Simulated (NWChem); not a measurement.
System: C₃HCl₂F; SMILES C(Cl)=C=C(F)Cl

```xyz
7

F     -1.5621     1.6089     0.2562
C     -0.4035     1.0558    -0.0513
Cl     0.9014     2.1671     0.0646
C     -0.2669    -0.1940    -0.4101
C     -0.1102    -1.4364    -0.7815
Cl     0.1994    -2.7397     0.3138
H     -0.1636    -1.7584    -1.8271
```
Atoms are numbered in this order, from 1.

Program: NWChem. Pople sets run with spherical d functions. The geometry was optimised at PBE0/def2-SVP. Vzz is the largest principal value of the second derivative of the potential at the nucleus (NWChem prints the opposite sign); η is the asymmetry. Non-relativistic.

```tsv
level	Vzz Cl3 (a.u.)	η Cl3	Vzz Cl6 (a.u.)	η Cl6
B3LYP/def2-TZVP	(withheld)	0.07	(withheld)	0.17
B3LYP/6-31G*	3.734	0.06	3.666	0.15
PBE0/6-31G*	3.744	0.06	3.684	0.15
PBE0/cc-pVTZ	3.688	0.07	3.635	0.16
```

Problem. Complete the blanks.

Solution. 
- B3LYP/def2-TZVP, Vzz Cl3 (a.u.): 4.075
- B3LYP/def2-TZVP, Vzz Cl6 (a.u.): 3.998
